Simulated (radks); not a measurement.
Valence configurations of Ho2+ (all share [Xe]). Method: scalar-relativistic Kohn-Sham, SCAN, spin-polarised, spherical densities, finite nucleus; open shells are filled with parallel spins first (spin-orbit coupling, left out, can overturn this in heavy ions); meta-GGA in the generalised Kohn-Sham scheme; Fermi nuclear charge, rms radius 5.2022 fm; computed with a radial shooting solver on a logarithmic mesh with Libxc functionals. Energies are relative to 4f11; eigenvalues in eV for spin up.

| valence | E (eV) | moment (Bohr magnetons) | e(4f) | e(5d) | e(6p) | e(6s) |
|---|---|---|---|---|---|---|
| 4f11 | 0.000 | 3 | -18.466 | - | - | - |
| 4f10 5d1 | 3.692 | 5 | -25.272 | -15.530 | - | - |
| 4f10 6p1 | 8.582 | 5 | -29.252 | - | -13.019 | - |
| 4f9 6p2 | 24.637 | 7 | -41.279 | - | -15.224 | - |
| 4f9 5d2 | 11.046 | 7 | -32.904 | -17.504 | - | - |
| 4f9 5d1 6p1 | 17.410 | 7 | -37.103 | -20.299 | -13.609 | - |
| 4f10 5d0.5 6s0.5 | 3.564 | 5 | -26.598 | -16.464 | - | -16.784 |

NIST lists [Xe] 4f11 as the ground configuration; this level of theory agrees among the configurations tried. The energies are those of spherical high-spin densities, not of single terms. No valid solution was reached for [Xe] 4f9 6s2; [Xe] 4f10 6s1; [Xe] 4f10.5 6s0.5.
